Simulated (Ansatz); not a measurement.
Reaction (ligand exchange at the Si–O bond): `C=C=C(Cl)O[SiH3]` + silanol → disiloxane + `C=C=C(O)Cl`

Program: Ansatz. Geometries: PBE0-D4/def2-TZVP. ΔE: electronic, gas phase. CCSD(T)/CBS is the MP2 limit (def2-TZVPP, def2-QZVPP) plus CCSD(T) − MP2 in def2-TZVPP, frozen cores. Functionals use def2-TZVPP. B3LYP here is the variant with VWN-RPA as its local correlation; programs differ in this. HSE06 is defined as in plane-wave codes. One conformer a species, not always the lowest.

`C=C=C(Cl)O[SiH3]`:

Cartesian coordinates in Å:
```
C 0.595 1.474 2.304
C 0.123 0.707 1.368
C -0.362 -0.074 0.447
Cl -2.088 -0.296 0.319
O 0.374 -0.771 -0.429
Si -0.007 -1.091 -2.022
H 0.746 2.538 2.145
H 0.859 1.079 3.282
H -0.471 0.146 -2.696
H 1.271 -1.564 -2.597
H -1.040 -2.148 -2.121
```

`O[SiH3]`:

```xyz
6

O     0.744   -0.685   -0.788
Si   -0.135    0.333    0.164
H     0.571   -1.624   -0.717
H    -1.593    0.228   -0.118
H     0.341    1.699   -0.153
H     0.072    0.049    1.611
```

`[SiH3]O[SiH3]`:

```xyz
9

Si    1.523    0.304   -0.222
O     0.121   -0.464    0.114
Si   -1.505   -0.375    0.239
H     1.510    0.809   -1.620
H     2.635   -0.663   -0.053
H     1.715    1.452    0.704
H    -2.012   -1.706    0.653
H    -2.100    0.001   -1.070
H    -1.887    0.642    1.254
```

`C=C=C(O)Cl`:

Cartesian coordinates in Å:
```
C -0.278 -1.704 -0.013
C -0.085 -0.421 0.036
C 0.061 0.870 0.094
O 0.318 1.660 -0.969
Cl -0.136 1.716 1.603
H 0.527 -2.409 0.177
H -1.254 -2.123 -0.250
H 0.847 2.411 -0.679
```

```json
{"level": "PBE-D4", "ΔE (kJ/mol)": "-17.2", "difference from CCSD(T)/CBS": "2.3"}
{"level": "revPBE-D4", "ΔE (kJ/mol)": "-16.2", "difference from CCSD(T)/CBS": "3.3"}
{"level": "BLYP-D4", "ΔE (kJ/mol)": "-17.5", "difference from CCSD(T)/CBS": "2.0"}
{"level": "r2SCAN-D4", "ΔE (kJ/mol)": "-19.9", "difference from CCSD(T)/CBS": "-0.4"}
{"level": "PBE0-D4", "ΔE (kJ/mol)": "-19.8", "difference from CCSD(T)/CBS": "-0.3"}
{"level": "B3LYP-D4", "ΔE (kJ/mol)": "-19.9", "difference from CCSD(T)/CBS": "-0.4"}
{"level": "r2SCANh-D4", "ΔE (kJ/mol)": "-20.5", "difference from CCSD(T)/CBS": "-1.0"}
{"level": "r2SCAN0-D4", "ΔE (kJ/mol)": "-21.4", "difference from CCSD(T)/CBS": "-1.9"}
{"level": "HSE06-D4", "ΔE (kJ/mol)": "-19.9", "difference from CCSD(T)/CBS": "-0.4"}
{"level": "BHLYP-D4", "ΔE (kJ/mol)": "-23.0", "difference from CCSD(T)/CBS": "-3.5"}
{"level": "CAM-B3LYP-D4", "ΔE (kJ/mol)": "-21.3", "difference from CCSD(T)/CBS": "-1.8"}
{"level": "ωB97X-V", "ΔE (kJ/mol)": "-20.4", "difference from CCSD(T)/CBS": "-0.9"}
{"level": "ωB97M-V", "ΔE (kJ/mol)": "-19.7", "difference from CCSD(T)/CBS": "-0.2"}
{"level": "B2PLYP", "ΔE (kJ/mol)": "-21.1", "difference from CCSD(T)/CBS": "-1.6"}
{"level": "PBE-QIDH", "ΔE (kJ/mol)": "-20.8", "difference from CCSD(T)/CBS": "-1.3"}
{"level": "PBE", "ΔE (kJ/mol)": "-19.2", "difference from CCSD(T)/CBS": "0.3"}
{"level": "revPBE", "ΔE (kJ/mol)": "-21.2", "difference from CCSD(T)/CBS": "-1.7"}
{"level": "BLYP", "ΔE (kJ/mol)": "-21.8", "difference from CCSD(T)/CBS": "-2.3"}
{"level": "PBE0", "ΔE (kJ/mol)": "-21.7", "difference from CCSD(T)/CBS": "-2.2"}
{"level": "B3LYP", "ΔE (kJ/mol)": "-23.2", "difference from CCSD(T)/CBS": "-3.7"}
{"level": "r2SCANh", "ΔE (kJ/mol)": "-21.2", "difference from CCSD(T)/CBS": "-1.7"}
{"level": "r2SCAN0", "ΔE (kJ/mol)": "-22.2", "difference from CCSD(T)/CBS": "-2.7"}
{"level": "HSE06", "ΔE (kJ/mol)": "-21.7", "difference from CCSD(T)/CBS": "-2.2"}
{"level": "BHLYP", "ΔE (kJ/mol)": "-25.4", "difference from CCSD(T)/CBS": "-5.9"}
{"level": "CAM-B3LYP", "ΔE (kJ/mol)": "-23.2", "difference from CCSD(T)/CBS": "-3.7"}
{"level": "LC-ωPBE", "ΔE (kJ/mol)": "-22.2", "difference from CCSD(T)/CBS": "-2.7"}
{"level": "RPA@PBE/def2-TZVPP", "ΔE (kJ/mol)": "-19.3", "difference from CCSD(T)/CBS": "0.2"}
{"level": "HF/def2-SVP", "ΔE (kJ/mol)": "-30.8", "difference from CCSD(T)/CBS": "-11.3"}
{"level": "MP2/def2-SVP", "ΔE (kJ/mol)": "-19.0", "difference from CCSD(T)/CBS": "0.5"}
{"level": "CCSD/def2-SVP", "ΔE (kJ/mol)": "-21.9", "difference from CCSD(T)/CBS": "-2.4"}
{"level": "CCSD(T)/def2-SVP", "ΔE (kJ/mol)": "-20.2", "difference from CCSD(T)/CBS": "-0.7"}
{"level": "HF/def2-TZVPP", "ΔE (kJ/mol)": "-30.3", "difference from CCSD(T)/CBS": "-10.8"}
{"level": "MP2/def2-TZVPP", "ΔE (kJ/mol)": "-17.4", "difference from CCSD(T)/CBS": "2.1"}
{"level": "CCSD/def2-TZVPP", "ΔE (kJ/mol)": "-21.7", "difference from CCSD(T)/CBS": "-2.2"}
{"level": "CCSD(T)/def2-TZVPP", "ΔE (kJ/mol)": "-19.6", "difference from CCSD(T)/CBS": "-0.1"}
{"level": "MP2/def2-QZVPP", "ΔE (kJ/mol)": "-17.7", "difference from CCSD(T)/CBS": "1.8"}
{"level": "SCS-MP2/def2-QZVPP", "ΔE (kJ/mol)": "-20.2", "difference from CCSD(T)/CBS": "-0.7"}
{"level": "HF/CBS(def2)", "ΔE (kJ/mol)": "-31.4", "difference from CCSD(T)/CBS": "-11.9"}
{"level": "MP2/CBS(def2)", "ΔE (kJ/mol)": "-17.3", "difference from CCSD(T)/CBS": "2.2"}
{"level": "CCSD/CBS(def2)", "ΔE (kJ/mol)": "-21.6", "difference from CCSD(T)/CBS": "-2.1"}
{"level": "CCSD(T)/CBS", "ΔE (kJ/mol)": "-19.5", "difference from CCSD(T)/CBS": "0"}
```

Task: What do rigid-rotor, harmonic-oscillator terms from PBE0-D4/def2-TZVP frequencies (298.15 K, 1 bar) make of the CCSD(T)/CBS value? (Best estimate.)

Result: Ansatz gave: ΔZPE = +1.9 kJ/mol, ΔH = -17.3 kJ/mol, ΔS = 15 J/(mol·K), ΔG = -21.9 kJ/mol. Modes under 50 cm⁻¹ make the entropy rough.

Largest T1 diagnostic among the species: 0.012.

Leaving LDA and LC-ωPBE aside and taking each functional with its dispersion term where it has one, the values spread over 6.7 kJ/mol, from BHLYP-D4 to revPBE-D4. LDA lies +3.4 kJ/mol from PBE without D4. From BLYP to BHLYP (50 % exact exchange), in def2-TZVPP and without D4, ΔE moves by −3.6 kJ/mol. In def2-TZVPP, CCSD(T) changes the Hartree–Fock value by +10.8 kJ/mol (the triples alone add +2.1 kJ/mol) and MP2 by +13.0 kJ/mol.
